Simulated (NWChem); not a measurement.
System: ammonia borane (BNH₆); SMILES [BH3-][NH3+]

The following NWChem deck was run.

```
start job
memory heap 200 mb stack 900 mb global 1100 mb
geometry units angstroms noautosym nocenter noautoz
  B      0.000000     0.000000    -0.925754
  N      0.000000     0.000000     0.709933
  H     -1.052871    -0.533262    -1.251434
  H      0.988254    -0.645183    -1.251434
  H      0.064618     1.178444    -1.251434
  H     -0.795429     0.521675     1.079696
  H      0.849499     0.428024     1.079696
  H     -0.054070    -0.949699     1.079696
end
basis spherical
  * library def2-svp
end
dft
  xc xtpss03 ctpss03
  iterations 150
end
task dft gradient
```

Output (shortened):

```
             Northwest Computational Chemistry Package (NWChem) 7.3.0
             --------------------------------------------------------

                             Geometry "geometry" -> ""
                             -------------------------

 Output coordinates in angstroms (scale by  1.889725989 to convert to a.u.)

  No.       Tag          Charge          X              Y              Z
 ---- ---------------- ---------- -------------- -------------- --------------
    1 B                    5.0000     0.00000000     0.00000000    -0.92575400
    2 N                    7.0000     0.00000000     0.00000000     0.70993300
    3 H                    1.0000    -1.05287100    -0.53326200    -1.25143400
    4 H                    1.0000     0.98825400    -0.64518300    -1.25143400
    5 H                    1.0000     0.06461800     1.17844400    -1.25143400
    6 H                    1.0000    -0.79542900     0.52167500     1.07969600
    7 H                    1.0000     0.84949900     0.42802400     1.07969600
    8 H                    1.0000    -0.05407000    -0.94969900     1.07969600

 Effective nuclear repulsion energy (a.u.)      40.6037483133

                                 NWChem DFT Module
                                 -----------------

 Summary of "ao basis" -> "ao basis" (spherical)
 ------------------------------------------------------------------------------
       Tag                 Description            Shells   Functions and Types
 ---------------- ------------------------------  ------  ---------------------
 B                          def2-svp                 6       14   3s2p1d
 N                          def2-svp                 6       14   3s2p1d
 H                          def2-svp                 3        5   2s1p

            General Information
            -------------------
          SCF calculation type: DFT
          Wavefunction type:  closed shell.
          No. of atoms     :     8
          No. of electrons :    18
           Alpha electrons :     9
            Beta electrons :     9
          Charge           :     0
          Spin multiplicity:     1
          Use of symmetry is: off; symmetry adaption is: off
          Maximum number of iterations: 150
          AO basis - number of functions:    58
                     number of shells:    30
          Convergence on energy requested:  1.00D-06
          Convergence on density requested:  1.00D-05
          Convergence on gradient requested:  5.00D-04

              XC Information
              --------------
                  TPSS metaGGA Exchange Functional  1.000
             TPSS03 metaGGA Correlation Functional  1.000

             Grid Information
             ----------------
          Grid used for XC integration:  medium
          Radial quadrature: Mura-Knowles
          Angular quadrature: Lebedev.
          Tag              B.-S. Rad. Rad. Pts. Rad. Cut. Ang. Pts.
          ---              ---------- --------- --------- ---------
          B                   0.85       49           8.0       434
          N                   0.65       49           8.0       434
          H                   0.35       45          10.0       434
          Grid pruning is: on
          Number of quadrature shells:   368
          Spatial weights used:  Erf1

      Superposition of Atomic Density Guess
      -------------------------------------

 Sum of atomic energies:         -81.74385030

      Non-variational initial energy
      ------------------------------

 Total energy =     -82.898182
 1-e energy   =    -188.612697
 2-e energy   =      65.110766
 HOMO         =      -0.383499
 LUMO         =       0.068648

   convergence    iter        energy       DeltaE   RMS-Dens  Diis-err
 ---------------- ----- ----------------- --------- --------- ---------
 d= 0,ls=0.0,diis     1    -83.1369617293 -1.24D+02  9.83D-03  2.10D-01
 d= 0,ls=0.0,diis     2    -83.1647808432 -2.78D-02  3.68D-03  4.39D-02
 d= 0,ls=0.0,diis     3    -83.1693732903 -4.59D-03  1.32D-03  1.62D-02
 d= 0,ls=0.0,diis     4    -83.1713423002 -1.97D-03  3.93D-04  9.52D-04
 d= 0,ls=0.0,diis     5    -83.1714371477 -9.48D-05  1.18D-04  6.39D-05
  Resetting Diis
 d= 0,ls=0.0,diis     6    -83.1714468701 -9.72D-06  3.80D-06  9.19D-08
 d= 0,ls=0.0,diis     7    -83.1714468831 -1.30D-08  2.85D-07  2.42D-10

         Total DFT energy =      -83.171446883051
      One electron energy =     -190.704730064728
           Coulomb energy =       80.145693463650
    Exchange-Corr. energy =      -13.216158595313
 Nuclear repulsion energy =       40.603748313340

 Numeric. integr. density =       18.000000072880

                       DFT Final Molecular Orbital Analysis
                       ------------------------------------

 Vector    7  Occ=2.000000D+00  E=-3.146692D-01
              MO Center=  9.3D-07,  8.0D-07, -7.2D-01, r^2= 2.1D+00
   Bfn.  Coefficient  Atom+Function         Bfn.  Coefficient  Atom+Function
  ----- ------------  ---------------      ----- ------------  ---------------
    20      0.356740  2 N  pz                 6     -0.258150  1 B  pz
     2     -0.245973  1 B  s                 23     -0.204780  2 N  pz
    29     -0.188483  3 H  s                 34     -0.188483  4 H  s
    39     -0.188483  5 H  s                 16      0.163692  2 N  s
    17      0.152692  2 N  s                  1     -0.118401  1 B  s

 Vector    8  Occ=2.000000D+00  E=-2.364685D-01
              MO Center=  1.7D-01,  2.9D-01, -1.1D+00, r^2= 1.8D+00
   Bfn.  Coefficient  Atom+Function         Bfn.  Coefficient  Atom+Function
  ----- ------------  ---------------      ----- ------------  ---------------
     5      0.380391  1 B  py                39     -0.352847  5 H  s
    34      0.251299  4 H  s                 40     -0.199647  5 H  s
     8     -0.160296  1 B  py                35      0.142195  4 H  s
    29      0.101548  3 H  s                 54     -0.096955  8 H  s
     4     -0.071386  1 B  px                44      0.069222  6 H  s

 Vector    9  Occ=2.000000D+00  E=-2.364682D-01
              MO Center= -1.7D-01, -2.9D-01, -1.1D+00, r^2= 1.8D+00
   Bfn.  Coefficient  Atom+Function         Bfn.  Coefficient  Atom+Function
  ----- ------------  ---------------      ----- ------------  ---------------
     4      0.380391  1 B  px                29      0.348804  3 H  s
    34     -0.262345  4 H  s                 30      0.197363  3 H  s
     7     -0.160296  1 B  px                35     -0.148437  4 H  s
    49      0.095942  7 H  s                 39     -0.086459  5 H  s
    44     -0.071988  6 H  s                  5      0.071386  1 B  py

 Vector   10  Occ=0.000000D+00  E=-3.520135D-03
              MO Center=  2.8D-06,  9.7D-07,  1.2D+00, r^2= 3.7D+00
   Bfn.  Coefficient  Atom+Function         Bfn.  Coefficient  Atom+Function
  ----- ------------  ---------------      ----- ------------  ---------------
    17      1.385277  2 N  s                 45     -0.740896  6 H  s
    50     -0.740900  7 H  s                 55     -0.740897  8 H  s
     3      0.432411  1 B  s                 16      0.271378  2 N  s
    23      0.268213  2 N  pz                20     -0.161642  2 N  pz
    30     -0.156530  3 H  s                 35     -0.156533  4 H  s

 Vector   11  Occ=0.000000D+00  E= 6.825654D-02
              MO Center=  5.0D-01,  2.3D-01,  1.1D+00, r^2= 3.2D+00
   Bfn.  Coefficient  Atom+Function         Bfn.  Coefficient  Atom+Function
  ----- ------------  ---------------      ----- ------------  ---------------
    50      1.495438  7 H  s                 55     -0.773118  8 H  s
    45     -0.722323  6 H  s                 21     -0.673021  2 N  px
    22     -0.356088  2 N  py                18      0.352290  2 N  px
    49      0.198897  7 H  s                 19      0.186356  2 N  py
    54     -0.102828  8 H  s                 44     -0.096069  6 H  s

 Vector   12  Occ=0.000000D+00  E= 6.825674D-02
              MO Center= -5.0D-01, -2.3D-01,  1.1D+00, r^2= 3.2D+00
   Bfn.  Coefficient  Atom+Function         Bfn.  Coefficient  Atom+Function
  ----- ------------  ---------------      ----- ------------  ---------------
    45      1.309750  6 H  s                 55     -1.280427  8 H  s
    22     -0.673020  2 N  py                21      0.356087  2 N  px
    19      0.352290  2 N  py                18     -0.186356  2 N  px
    44      0.174201  6 H  s                 54     -0.170298  8 H  s
    35     -0.070786  4 H  s                 40      0.070836  5 H  s

     Multipole analysis of the density
     ---------------------------------

     L   x y z        total         alpha         beta         nuclear
     -   - - -        -----         -----         ----         -------
     0   0 0 0      0.000000     -9.000000     -9.000000     18.000000

     1   1 0 0      0.000002      0.000000      0.000000      0.000002
     1   0 1 0      0.000001      0.000001      0.000001     -0.000002
     1   0 0 1      2.240510      1.285089      1.285089     -0.329668

     2   2 0 0    -11.854032    -12.081099    -12.081099     12.308167
     2   1 1 0      0.000004      0.000000      0.000000      0.000003
     2   1 0 1     -0.000000      0.000002      0.000002     -0.000004
     2   0 2 0    -11.854030    -12.081097    -12.081097     12.308163
     2   0 1 1     -0.000005     -0.000004     -0.000004      0.000004
     2   0 0 2    -12.302897    -34.735369    -34.735369     57.167840

            General Information
            -------------------
          SCF calculation type: DFT
          Wavefunction type:  closed shell.
          No. of atoms     :     8
          No. of electrons :    18
           Alpha electrons :     9
            Beta electrons :     9
          Charge           :     0
          Spin multiplicity:     1
          Use of symmetry is: off; symmetry adaption is: off
          Maximum number of iterations: 150
          AO basis - number of functions:    58
                     number of shells:    30
          Convergence on energy requested:  1.00D-06
          Convergence on density requested:  1.00D-05
          Convergence on gradient requested:  5.00D-04

              XC Information
              --------------
                  TPSS metaGGA Exchange Functional  1.000
             TPSS03 metaGGA Correlation Functional  1.000

             Grid Information
             ----------------
          Grid used for XC integration:  medium
          Radial quadrature: Mura-Knowles
          Angular quadrature: Lebedev.
          Tag              B.-S. Rad. Rad. Pts. Rad. Cut. Ang. Pts.
          ---              ---------- --------- --------- ---------
          B                   0.85       49           8.0       434
          N                   0.65       49           8.0       434
          H                   0.35       45          10.0       434
          Grid pruning is: on
          Number of quadrature shells:   368
          Spatial weights used:  Erf1

          Convergence Information
          -----------------------
          Convergence aids based upon iterative change in
          total energy or number of iterations.
          Levelshifting, if invoked, occurs when the
          HOMO/LUMO gap drops below (HL_TOL):  1.00D-02
          DIIS, if invoked, will attempt to extrapolate
          using up to (NFOCK): 10 stored Fock matrices.

                    Damping( 0%)  Levelshifting(0.5)       DIIS
                  --------------- ------------------- ---------------
          dE  on:    start            ASAP                start
          dE off:    2 iters        150 iters           150 iters

                            NWChem DFT Gradient Module
                            --------------------------

  charge          =   0.00
  wavefunction    = closed shell

                         DFT ENERGY GRADIENTS

    atom               coordinates                        gradient
                 x          y          z           x          y          z
   1 B       0.000000   0.000000  -1.749421    0.000005  -0.000003   0.007012
   2 N       0.000000   0.000000   1.341579   -0.000003   0.000004   0.002040
   3 H      -1.989638  -1.007719  -2.364867    0.000139   0.000064  -0.000418
   4 H       1.867529  -1.219219  -2.364867   -0.000129   0.000088  -0.000419
   5 H       0.122110   2.226936  -2.364867   -0.000014  -0.000154  -0.000422
   6 H      -1.503143   0.985823   2.040330    0.004263  -0.002785  -0.002601
   7 H       1.605320   0.808848   2.040330   -0.004543  -0.002298  -0.002597
   8 H      -0.102177  -1.794671   2.040330    0.000283   0.005083  -0.002596
```

Level: TPSS/def2-SVP. Structure relaxed at the PBE0/def2-SVP level.
